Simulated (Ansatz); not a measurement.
CH$_{6}$FInO$_{4}$Si, SMILES `[CH3][In]([F])[O][Si](O)(O)O` from Hartree–Fock to CCSD(T)

```tsv
atom	x (Å)	y (Å)	z (Å)
C1	1.717	2.189	1.319
In2	0.143	1.025	0.529
F3	-1.530	0.559	1.488
O4	-0.459	0.515	-1.347
Si5	-0.670	-1.064	-1.177
O6	-2.148	-1.555	-0.692
O7	0.424	-1.300	0.109
O8	-0.237	-2.002	-2.427
H9	1.485	2.456	2.349
H10	1.839	3.091	0.721
H11	2.637	1.607	1.285
H12	-2.517	-0.993	0.000
H13	0.257	-2.039	0.698
H14	-0.942	-2.490	-2.854
```

Total charge 0; spin multiplicity 1. Correlated methods include outer-core shells of In, which these sets cover unevenly. In: def2 effective core potential. Geometry: relaxed with PBE0-D4/def2-TZVP. It is one conformer, not always the lowest. Frozen core, restricted reference, Ansatz.

| basis | HF (Eh) | MP2 corr. | CCSD corr. | (T) | CCSD(T) total |
| --- | --- | --- | --- | --- | --- |
| def2-SVP | -918.21335 | -1.25283 | -1.28963 | -0.02930 | -919.53228 |
| def2-TZVPP | -918.90376 | -1.78635 | -1.79602 | -0.06338 | -920.76316 |
| def2-QZVPP | -918.93684 | -2.10146 | – | – | – |
